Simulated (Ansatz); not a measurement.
Consider the ligand exchange at the Si–S bond: `C[Si]SC` + HBr → `C[Si]Br` + CH₃SH.

Program: Ansatz. Geometries: PBE0-D4/def2-TZVP. ΔE: electronic, gas phase. CCSD(T)/CBS is the MP2 limit (def2-TZVPP, def2-QZVPP) plus CCSD(T) − MP2 in def2-TZVPP, frozen cores. This one scheme is used for every species. DFT in def2-TZVPP. B3LYP here is the variant with VWN-RPA as its local correlation; programs differ in this. For Br outer-core shells are correlated without core-valence functions, which leaves a few kJ/mol of doubt a bond. Scalar relativity is left out up to krypton. One conformer a species, not always the lowest.

`C[Si]SC`:

Z-matrix (Å, degrees):
```
C
Si 1 1.903
H 1 1.091 2 116.5
H 1 1.096 2 108.4 3 -123.2
H 1 1.097 2 108.0 3 122.6
S 2 2.108 1 96.6 3 -2.5
C 6 1.812 2 103.4 1 -179.7
H 7 1.091 6 110.3 2 -0.2
H 7 1.090 6 109.0 2 -120.6
H 7 1.090 6 109.1 2 120.2
```

HBr:

```xyz
2

Br    0.392    0.581    0.116
H    -0.392   -0.581   -0.116
```

`C[Si]Br`:

```xyz
6

C    -0.579    0.213   -0.070
Si    0.413   -1.174    0.740
Br    2.476   -0.550    0.045
H    -0.247    1.186    0.309
H    -1.648    0.101    0.129
H    -0.415    0.223   -1.153
```

CH₃SH:

```xyz
6

C     0.490    0.005   -0.039
S    -1.096   -0.542    0.631
H     0.570   -0.212   -1.103
H     1.255   -0.563    0.490
H     0.657    1.066    0.144
H    -1.876    0.247   -0.123
```

```
             level  ΔE (kJ/mol)  difference from CCSD(T)/CBS
            PBE-D4         -6.1                          7.5
         r2SCAN-D4         -8.5                          5.1
           PBE0-D4        -10.1                          3.5
          B3LYP-D4        -13.5                          0.1
           ωB97X-V        -16.2                         -2.6
           ωB97M-V        -17.2                         -3.6
            B2PLYP        -15.6                         -2.0
               PBE         -9.4                          4.2
            r2SCAN         -9.5                          4.1
              PBE0        -13.0                          0.6
             B3LYP        -18.7                         -5.1
     HF/def2-TZVPP        -32.7                        -19.1
    MP2/def2-TZVPP        -10.6                          3.0
SCS-MP2/def2-TZVPP        -14.9                         -1.3
   CCSD/def2-TZVPP        -17.1                         -3.5
CCSD(T)/def2-TZVPP        -12.4                          1.2
     HF/def2-QZVPP        -32.5                        -18.9
    MP2/def2-QZVPP        -11.2                          2.4
SCS-MP2/def2-QZVPP        -15.2                         -1.6
      HF/CBS(def2)        -32.5                        -18.9
     MP2/CBS(def2)        -11.8                          1.8
    CCSD/CBS(def2)        -18.3                         -4.7
       CCSD(T)/CBS        -13.6                            0
```

Largest T1 diagnostic among the species: 0.014.

In def2-TZVPP, CCSD(T) changes the Hartree–Fock value by +20.3 kJ/mol (the triples alone add +4.7 kJ/mol) and MP2 by +22.2 kJ/mol. The D4 term adds +5.2 kJ/mol with B3LYP and +2.9 kJ/mol with PBE0; it sums over pairs of atoms, weighted by their polarisabilities, and B3LYP, whose exchange is more repulsive, gets the larger term. From PBE to PBE0 (25 % exact exchange), in def2-TZVPP and without D4, ΔE moves by −3.6 kJ/mol.
